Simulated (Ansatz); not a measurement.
Consider the isomerisation: `N=CBCCF` → `BC(=C)NCF`.

Isolated molecules relaxed with PBE0-D4/def2-TZVP in Ansatz; ΔE leaves out vibrations. CCSD(T)/CBS is the MP2 limit (def2-TZVPP, def2-QZVPP) plus CCSD(T) − MP2 in def2-TZVPP, frozen cores. DFT in def2-TZVPP. Each species was taken in one conformer, which may not be the lowest.

| level | ΔE (kJ/mol) |
| --- | --- |
| PBE0 | 0.6 |
| CCSD(T)/def2-TZVPP | 11.2 |

Q: What does CCSD(T)/CBS give? (Best estimate.)

A: The calculation gave: +8.1 kJ/mol. The listed levels differ from it by -7.5, 3.1 kJ/mol.

Largest T1 diagnostic among the species: 0.012.

At CCSD(T), def2-SVP lies +5.6 kJ/mol from the extrapolated value and def2-TZVPP +3.1 kJ/mol. Leaving LDA and LC-ωPBE aside and taking each functional with its dispersion term where it has one, the values, not all of them listed here, spread over 11.4 kJ/mol, from PBE-D4 to B97M-V. LDA lies −20.1 kJ/mol from PBE without D4.
